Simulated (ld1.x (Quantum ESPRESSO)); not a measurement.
## erbium, TM: configuration errors across variants

- Element: Er (Z = 68)
- Generator: ld1.x (Quantum ESPRESSO) 7.5
- Type: norm-conserving Troullier–Martins (Kleinman–Bylander form)
- Functional: revPBE
- Relativity: scalar-relativistic
- Frozen core: [Kr] 4d10 4f11
- Valence charge: 11
- Reference configuration: 5s2 5p6 5d1 6s2 6p0
- Partial waves: 5p (bound): rc 1.80 bohr; 5d (bound): rc 2.65 bohr; 5s (bound): rc 2.05 bohr
- Local potential: the s channel
- Core correction: none

Occupied shells without a wave of their own: 6s. They enter only through the test configuration that unscreens the potential.

All-electron excitation energies from the reference (eV): (1) 5s2 5p6 5d1 6s1 6p0 6.967; (2) 5s2 5p6 5d1 6s0 6p0 19.583; (3) 5s2 5p6 5d0 6s0 6p0 39.443; (4) 5s2 5p6 5d0 6s2 6p0 5.558; (5) 5s2 5p6 5d1 6s0 6p2 6.414; (6) 5s2 5p6 5d2 6s0 6p0 8.825; (7) 5s2 5p6 5d1.5 6s1.5 6p0 1.197.

For the base: The 6s level has no wave, so the channel is fitted at the deeper level alone: the likely source of the large errors.

The file “base” misses its own reference levels by 1.3 eV. The file “wave 5p (bound): rc 1.80 bohr becomes 5p (bound): rc 1.22 bohr” misses its own reference levels by 1.3 eV. The file “wave 5p (bound): rc 1.80 bohr becomes 5p (bound): rc 1.40 bohr” misses its own reference levels by 1.3 eV. The file “wave 5p (bound): rc 1.80 bohr becomes 5p (bound): rc 1.88 bohr” misses its own reference levels by 1.3 eV. The file “wave 5p (bound): rc 1.80 bohr becomes 5p (bound): rc 2.06 bohr” misses its own reference levels by 1.3 eV. The file “wave 5p (bound): rc 1.80 bohr becomes 5p (bound): rc 2.28 bohr” misses its own reference levels by 1.3 eV. The file “wave 5p (bound): rc 1.80 bohr becomes 5p (bound): rc 2.50 bohr” misses its own reference levels by 1.3 eV. The file “wave 5p (bound): rc 1.80 bohr becomes 5p (bound): rc 2.70 bohr” misses its own reference levels by 1.3 eV.

Errors AE − PS in meV (a dash: test not solved or not reliable):

| change | (1) | (2) | (3) | (4) | (5) | (6) | (7) | bound ghosts |
| --- | --- | --- | --- | --- | --- | --- | --- | --- |
| base | -1654 | -4319 | -6054 | -43 | -3130 | -3022 | -612 | none |
| wave 5p (bound): rc 1.80 bohr becomes 5p (bound): rc 1.22 bohr | -1653 | -4315 | -6054 | -42 | -3124 | -3016 | -611 | none |
| wave 5p (bound): rc 1.80 bohr becomes 5p (bound): rc 1.40 bohr | -1653 | -4313 | -6053 | -42 | -3122 | -3014 | -611 | none |
| wave 5p (bound): rc 1.80 bohr becomes 5p (bound): rc 1.88 bohr | -1654 | -4319 | -6054 | -43 | -3131 | -3023 | -612 | none |
| wave 5p (bound): rc 1.80 bohr becomes 5p (bound): rc 2.06 bohr | -1654 | -4319 | -6053 | -43 | -3134 | -3024 | -612 | none |
| wave 5p (bound): rc 1.80 bohr becomes 5p (bound): rc 2.28 bohr | -1654 | -4319 | -6052 | -43 | -3137 | -3024 | -612 | none |
| wave 5p (bound): rc 1.80 bohr becomes 5p (bound): rc 2.50 bohr | -1654 | -4319 | -6051 | -43 | -3139 | -3024 | -612 | none |
| wave 5p (bound): rc 1.80 bohr becomes 5p (bound): rc 2.70 bohr | -1654 | -4319 | -6051 | -43 | -3139 | -3024 | -612 | none |

Q: Give the same row for: wave 5p (bound): rc 1.80 bohr becomes 5p (bound): rc 1.64 bohr.

A: -1654, -4317, -6054, -43, -3128, -3020, -612; bound ghosts: none.
